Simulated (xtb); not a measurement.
C4H8O2, charge +1, doublet, from a rough starting geometry (a state made from the parent by changing its charge; the spin is typed, not shown lowest); GFN2-xTB (xtb).

Input for xtb:
```
$ xtb mol.xyz --gfn 2 --chrg 1 --uhf 1 --opt vtight --json

# file mol.xyz
14

C      1.28059416     0.55524168    -0.00074186
C      0.92477319    -0.82324475     0.48214843
O     -0.17127241    -1.47789530    -0.25160118
C     -1.03423186    -0.47170049    -0.66471052
C     -1.09271089     0.75942246     0.19522411
O      0.16745682     1.43336937     0.14560488
H      2.07691407     0.96556373     0.54810354
H      1.49685887     0.47707752    -1.04995006
H      1.75237678    -1.56122899     0.36755737
H      0.67190940    -0.81425660     1.53401982
H     -0.80512620    -0.22007350    -1.73420912
H     -2.04625250    -0.95140840    -0.64909133
H     -1.81100085     1.45011666    -0.16891223
H     -1.40476688     0.51893452     1.22614591
```

Question: What does xtb print? Leave out banner, timings and long lists.

Answer: 
```
   ID    Z sym.   atoms
    1    6 C      1, 2, 4, 5
    2    8 O      3, 6
    3    1 H      7-14

           -------------------------------------------------
          |                Calculation Setup                |
           -------------------------------------------------

           -------------------------------------------------
          |                 G F N 2 - x T B                 |
           -------------------------------------------------

          ...................................................
          :                      SETUP                      :
          :.................................................:
          :  # basis functions                  32          :
          :  # atomic orbitals                  32          :
          :  # shells                           20          :
          :  # electrons                        35          :
          :  max. iterations                   250          :
          :  Hamiltonian                  GFN2-xTB          :
          :  restarted?                      false          :
          :  GBSA solvation                  false          :
          :  PC potential                    false          :
          :  electronic temp.          300.0000000     K    :
          :  accuracy                    1.0000000          :
          :  -> integral cutoff          0.2500000E+02      :
          :  -> integral neglect         0.1000000E-07      :
          :  -> SCF convergence          0.1000000E-05 Eh   :
          :  -> wf. convergence          0.1000000E-03 e    :
          :  Broyden damping             0.4000000          :
          :  net charge                          1          :
          :  unpaired electrons                  1          :
          ...................................................

 iter      E             dE          RMSdq      gap      omega  full diag
   1    -20.4284497 -0.204284E+02  0.379E+00    9.80       0.0  T
   2    -20.4402154 -0.117658E-01  0.209E+00    9.66       1.0  T
   3    -20.4400757  0.139702E-03  0.650E-01    9.75       1.0  T
   4    -20.4389913  0.108445E-02  0.358E-01    9.71       1.0  T
   5    -20.4409415 -0.195019E-02  0.105E-01    9.73       1.0  T
   6    -20.4409776 -0.361493E-04  0.354E-02    9.73       1.0  T
   7    -20.4409806 -0.297191E-05  0.807E-03    9.73       3.3  T
   8    -20.4409811 -0.456195E-06  0.299E-03    9.73       8.9  T
[...]
         :: total energy             -20.247358147889 Eh    ::
 * total energy  :   -20.2473581 Eh     change       -0.8423839E-10 Eh
 * total energy  :   -20.2610513 Eh     change       -0.1369313E-01 Eh
 * total energy  :   -20.2634489 Eh     change       -0.2397662E-02 Eh
 * total energy  :   -20.2637468 Eh     change       -0.2979025E-03 Eh
 * total energy  :   -20.2638521 Eh     change       -0.1052730E-03 Eh
 * total energy  :   -20.2638759 Eh     change       -0.2380342E-04 Eh
 * total energy  :   -20.2638936 Eh     change       -0.1769744E-04 Eh
 * total energy  :   -20.2639012 Eh     change       -0.7617818E-05 Eh
 * total energy  :   -20.2639021 Eh     change       -0.8804013E-06 Eh
 * total energy  :   -20.2639023 Eh     change       -0.2135929E-06 Eh
 * total energy  :   -20.2639024 Eh     change       -0.5511730E-07 Eh
   *** GEOMETRY OPTIMIZATION CONVERGED AFTER 11 ITERATIONS ***
         :: total energy             -20.263902389104 Eh    ::
[...]

 Mol. C6AA /au·bohr⁶  :       1266.793695
 Mol. C8AA /au·bohr⁸  :      27537.963872
 Mol. α(0) /au        :         51.649054

Wiberg/Mayer (AO) data.
largest (>0.10) Wiberg bond orders for each atom

 ---------------------------------------------------------------------------
     #   Z sym  total        # sym  WBO       # sym  WBO       # sym  WBO
 ---------------------------------------------------------------------------
     1   6 C    3.933 --     6 O    1.036     2 C    0.981     7 H    0.938
                             8 H    0.865
     2   6 C    3.933 --     3 O    1.036     1 C    0.981     9 H    0.938
                            10 H    0.865
     3   8 O    2.351 --     4 C    1.036     2 C    1.036
     4   6 C    3.933 --     3 O    1.036     5 C    0.981    12 H    0.938
                            11 H    0.865
     5   6 C    3.933 --     6 O    1.036     4 C    0.981    13 H    0.938
                            14 H    0.865
     6   8 O    2.351 --     5 C    1.036     1 C    1.036
     7   1 H    0.982 --     1 C    0.938
     8   1 H    0.972 --     1 C    0.865
     9   1 H    0.982 --     2 C    0.938
    10   1 H    0.972 --     2 C    0.865
    11   1 H    0.972 --     4 C    0.865
    12   1 H    0.982 --     4 C    0.938
    13   1 H    0.982 --     5 C    0.938
    14   1 H    0.972 --     5 C    0.865
 ---------------------------------------------------------------------------

Topologies differ in total number of bonds
Writing topology from bond orders to xtbtopo.mol

molecular dipole:
                 x           y           z       tot (Debye)
 q only:        0.001      -0.022      -0.003
   full:        0.001      -0.022      -0.003       0.055
molecular quadrupole (traceless):
                xx          xy          yy          xz          yz          zz
 q only:        7.913      -1.898      -5.866       2.353      -0.827      -2.047
  q+dip:        6.941      -1.878      -7.837       1.319      -1.390       0.896
   full:        7.570      -1.983      -7.726       1.665      -1.313       0.157

optimized geometry written to: xtbopt.xyz

           -------------------------------------------------
          | TOTAL ENERGY              -20.263902389104 Eh   |
          | GRADIENT NORM               0.000076269916 Eh/α |
          | HOMO-LUMO GAP              10.925175249975 eV   |
           -------------------------------------------------

normal termination of xtb
```
